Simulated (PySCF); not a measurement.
SnH3, SMILES [SnH3+], charge +1.

Geometry optimised at PBE0-D3(BJ)/def2-TZVPD. The spin state was assumed, not searched. The isomer is the one that the SMILES or the coordinates give; other isomers of the formula were not compared. The def2 effective core potentials stand for the cores of Sn; spin–orbit coupling is left out.

These are PBE/def2-TZVPD (PySCF) values and carry that method's errors.

Gas-phase values at a fixed geometry.

The total energy is -215.74862 hartree and the point group comes out as D3h. The highest occupied level comes out as -14.87 eV and the lowest empty level comes out as -10.31 eV. The orbital gap is 4.56 eV. The dipole moment about the centre of nuclear charge is 0.00 D. The mean static polarisability comes out as 30.4 bohr³ (4.50 Å³). The polarisability, principal values is 22.3, 34.4, 34.4 bohr³.
